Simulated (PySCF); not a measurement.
Ge(H)2(F)(OMe) (CH5FGeO), SMILES [GeH2]([F])[O]C.

Coordinates come from a ωB97X-D3(BJ)/def2-SVP optimisation. The structure was generated by enumeration, and PubChem lists no compound with its InChIKey, so it may never have been made. Other conformers were not sampled.

Two levels are set side by side: PBE/def2-TZVP (PySCF) and r2SCAN/def2-TZVP (PySCF). Same geometry, gas phase. Differences are taken from unrounded values.

```
quantity                     r2SCAN
---------------------------  ------
orbital gap (eV)               7.00
highest occupied level (eV)   -7.10
lowest empty level (eV)       -0.09
dipole moment (D)              1.77
mean polarisability (bohr³)    44.6
```

**Question.** What does PBE give, and how far is it from r2SCAN? (Estimate from the structure and the level; the computed values follow.)

**Answer.** 
```csv
quantity,PBE,PBE minus r2SCAN
orbital gap (eV),6.26,-0.74
highest occupied level (eV),-6.76,0.34
lowest empty level (eV),-0.49,-0.40
dipole moment (D),1.71,-0.06
mean polarisability (bohr³),46.0,1.4
```

Rough cost on one machine, each run with all the roots and properties that it gave: r2SCAN against PBE about 4 times.
